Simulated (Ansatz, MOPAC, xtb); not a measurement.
Spectroscopic constants of RhH, multiplicity 3 (lowest of 2S+1 = 1, 3, 5 at CCSD(T)/def2-TZVPP on PBE0 minima; our sources give no spin for the ground state, which may be another). No spin–orbit coupling.

Constants: fifth-degree fit in 1/R to seven points, most abundant isotopes. Runs in def2 and cc sets follow the lowest solution found near the PBE0 minimum.

Correlated levels freeze the inner cores; with def2 sets outer-core shells near the valence are correlated too. CBS(a, b) extrapolates the correlation energy as X⁻³ and adds the Hartree–Fock energy of set b. The state that PM6 reach isn't checked.

Programs: Ansatz (Gaussian orbitals); MOPAC for PM6 (differences of heats of formation); xtb for the GFN methods. Each number belongs to the level named beside it. In def2 rows elements past Kr take small-core potentials, without spin–orbit coupling. The GFN methods have no spin term and hold the electronic entropy of 300 K.

```json
[
 {"level": "PM6", "r_e (Å)": "1.486", "ω_e (cm⁻¹)": "[?]", "ω_e x_e (cm⁻¹)": "42", "dipole (D)": "-"},
 {"level": "GFN2-xTB", "r_e (Å)": "1.536", "ω_e (cm⁻¹)": "1962", "ω_e x_e (cm⁻¹)": "53", "dipole (D)": "-"},
 {"level": "PBE/def2-TZVPP", "r_e (Å)": "1.547", "ω_e (cm⁻¹)": "2044", "ω_e x_e (cm⁻¹)": "38", "dipole (D)": "1.76"},
 {"level": "r2SCAN/def2-TZVPP", "r_e (Å)": "1.544", "ω_e (cm⁻¹)": "2064", "ω_e x_e (cm⁻¹)": "37", "dipole (D)": "2.02"},
 {"level": "B2PLYP/def2-TZVPP", "r_e (Å)": "1.544", "ω_e (cm⁻¹)": "2044", "ω_e x_e (cm⁻¹)": "37", "dipole (D)": "-"},
 {"level": "CCSD/def2-QZVPP", "r_e (Å)": "1.549", "ω_e (cm⁻¹)": "1984", "ω_e x_e (cm⁻¹)": "35", "dipole (D)": "-"},
 {"level": "CCSD(T)/def2-QZVPP", "r_e (Å)": "1.542", "ω_e (cm⁻¹)": "2019", "ω_e x_e (cm⁻¹)": "36", "dipole (D)": "-"},
 {"level": "CCSD(T)/CBS(def2-TZVPP, def2-QZVPP)", "r_e (Å)": "[?]", "ω_e (cm⁻¹)": "[?]", "ω_e x_e (cm⁻¹)": "37", "dipole (D)": "-"}
]
```

Question: What belongs in the gaps?

Answer: 
- CCSD(T)/CBS(def2-TZVPP, def2-QZVPP), r_e (Å): 1.539
- CCSD(T)/CBS(def2-TZVPP, def2-QZVPP), ω_e (cm⁻¹): 2014
- PM6, ω_e (cm⁻¹): 2202

Ansatz is a quantum-chemistry and plane-wave program.
